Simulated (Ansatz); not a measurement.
Reaction (hydrogenolysis of a C–Si bond): `O[SiH]1C=C1[SiH3]` + H₂ → `O[SiH]1C=C1` + SiH₄

Calculated with Ansatz (gas phase, PBE0-D4/def2-TZVP geometries, no zero-point term in ΔE). CCSD(T)/CBS adds triple-zeta CCSD(T) − MP2 to the extrapolated MP2 energy (def2 sets, frozen cores). This one scheme is used for every species. Functionals use def2-TZVPP. B3LYP here is the variant with VWN-RPA as its local correlation; programs differ in this. One conformer a species, not always the lowest.

`O[SiH]1C=C1[SiH3]`:

```xyz
11

O    -0.808   -0.224    2.661
Si   -1.223    0.051    1.100
C    -0.894   -1.053   -0.260
C    -0.070    0.022   -0.292
Si    1.315    0.616   -1.362
H    -0.059   -0.801    2.822
H    -2.389    0.945    1.173
H    -0.972   -1.925   -0.903
H     1.567   -0.319   -2.493
H     0.982    1.959   -1.903
H     2.550    0.730   -0.543
```

H₂:

Z-matrix (Å, degrees):
```
H
H 1 0.746
```

`O[SiH]1C=C1`:

Cartesian coordinates in Å:
```
O 0.283 0.266 -1.958
Si -0.292 -0.408 -0.579
C -0.536 0.458 0.969
C 0.529 -0.365 1.011
H 0.865 1.023 -1.863
H -1.135 -1.521 -1.045
H -0.977 1.140 1.688
H 1.263 -0.593 1.777
```

SiH₄:

```xyz
5

Si    0.000    0.000    0.000
H     0.159   -0.179   -1.465
H     1.281    0.471    0.583
H    -0.379   -1.295    0.619
H    -1.062    1.004    0.263
```

```json
{"level": "PBE-D4", "ΔE (kcal/mol)": "0.1", "difference from CCSD(T)/CBS": "0.7"}
{"level": "r2SCAN-D4", "ΔE (kcal/mol)": "-0.2", "difference from CCSD(T)/CBS": "0.4"}
{"level": "PBE0-D4", "ΔE (kcal/mol)": "-0.9", "difference from CCSD(T)/CBS": "-0.3"}
{"level": "B3LYP-D4", "ΔE (kcal/mol)": "-0.8", "difference from CCSD(T)/CBS": "-0.2"}
{"level": "ωB97X-V", "ΔE (kcal/mol)": "-1.9", "difference from CCSD(T)/CBS": "-1.3"}
{"level": "ωB97M-V", "ΔE (kcal/mol)": "-1.4", "difference from CCSD(T)/CBS": "-0.8"}
{"level": "B2PLYP", "ΔE (kcal/mol)": "-2.1", "difference from CCSD(T)/CBS": "-1.5"}
{"level": "PBE", "ΔE (kcal/mol)": "-1.5", "difference from CCSD(T)/CBS": "-0.9"}
{"level": "r2SCAN", "ΔE (kcal/mol)": "-0.7", "difference from CCSD(T)/CBS": "-0.1"}
{"level": "PBE0", "ΔE (kcal/mol)": "-2.3", "difference from CCSD(T)/CBS": "-1.7"}
{"level": "B3LYP", "ΔE (kcal/mol)": "-3.4", "difference from CCSD(T)/CBS": "-2.8"}
{"level": "HF/def2-TZVPP", "ΔE (kcal/mol)": "-6.5", "difference from CCSD(T)/CBS": "-5.9"}
{"level": "MP2/def2-TZVPP", "ΔE (kcal/mol)": "0.3", "difference from CCSD(T)/CBS": "0.9"}
{"level": "SCS-MP2/def2-TZVPP", "ΔE (kcal/mol)": "-1.2", "difference from CCSD(T)/CBS": "-0.6"}
{"level": "CCSD/def2-TZVPP", "ΔE (kcal/mol)": "-2.7", "difference from CCSD(T)/CBS": "-2.1"}
{"level": "CCSD(T)/def2-TZVPP", "ΔE (kcal/mol)": "-1.5", "difference from CCSD(T)/CBS": "-0.9"}
{"level": "HF/def2-QZVPP", "ΔE (kcal/mol)": "-6.4", "difference from CCSD(T)/CBS": "-5.8"}
{"level": "MP2/def2-QZVPP", "ΔE (kcal/mol)": "0.8", "difference from CCSD(T)/CBS": "1.4"}
{"level": "SCS-MP2/def2-QZVPP", "ΔE (kcal/mol)": "-0.7", "difference from CCSD(T)/CBS": "-0.1"}
{"level": "HF/CBS(def2)", "ΔE (kcal/mol)": "-6.4", "difference from CCSD(T)/CBS": "-5.8"}
{"level": "MP2/CBS(def2)", "ΔE (kcal/mol)": "1.2", "difference from CCSD(T)/CBS": "1.8"}
{"level": "CCSD/CBS(def2)", "ΔE (kcal/mol)": "-1.8", "difference from CCSD(T)/CBS": "-1.2"}
{"level": "CCSD(T)/CBS", "ΔE (kcal/mol)": "-0.6", "difference from CCSD(T)/CBS": "0"}
```

Largest T1 diagnostic among the species: 0.012.

The D4 term adds +2.6 kcal/mol with B3LYP and +1.5 kcal/mol with PBE0; it sums over pairs of atoms, weighted by their polarisabilities, and B3LYP, whose exchange is more repulsive, gets the larger term. In def2-TZVPP, CCSD(T) changes the Hartree–Fock value by +5.0 kcal/mol (the triples alone add +1.2 kcal/mol) and MP2 by +6.8 kcal/mol.
